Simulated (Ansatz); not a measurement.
Stepwise reaction of `[SiH3]N[SiH](Cl)Cl` with hydrogen, as a gas-phase model of exchange steps in deposition or etching. ΔE in kJ/mol.

Computed with Ansatz on PBE0-D4/def2-TZVP structures; ΔE is electronic, products minus reactants. CBS: MP2 limit from def2 TZ/QZ plus the TZ coupled-cluster correction, frozen cores. This one scheme is used for every species. DFT in def2-TZVPP. B3LYP here is the variant with VWN-RPA as its local correlation; programs differ in this. Each species was taken in one conformer, which may not be the lowest.

```csv
step,reaction,PBE-D4,B3LYP-D4,ωB97M-V,CCSD(T)/CBS
1,`[SiH3]N[SiH](Cl)Cl` + H₂ → `[SiH3]N[SiH2]Cl` + HCl,84.5,82.9,85.1,83.6
```

(1) Give the row of step 2, `[SiH3]N[SiH2]Cl` + H₂ → `[SiH3]N[SiH3]` + HCl. (Best estimate.)

(2) By hand: ΔE of the 2 steps together at CCSD(T)/CBS.

Results:

(1) Ansatz gave: 
```json
{"step": "2", "reaction": "`[SiH3]N[SiH2]Cl` + H₂ → `[SiH3]N[SiH3]` + HCl", "PBE-D4": "93.8", "B3LYP-D4": "92.5", "ωB97M-V": "94.0", "CCSD(T)/CBS": "93.5"}
```

(2) (83.6) + (93.5) = 177.1 kJ/mol, or 88.5 kJ/mol a step.

In ΔE each step is higher than the one before. All are uphill at CCSD(T)/CBS. PBE-D4 differs from CCSD(T)/CBS by 0.3 to 0.9 kJ/mol a step. Isolated molecules leave out the surface, adducts and barriers. Largest T1 diagnostic: 0.010.
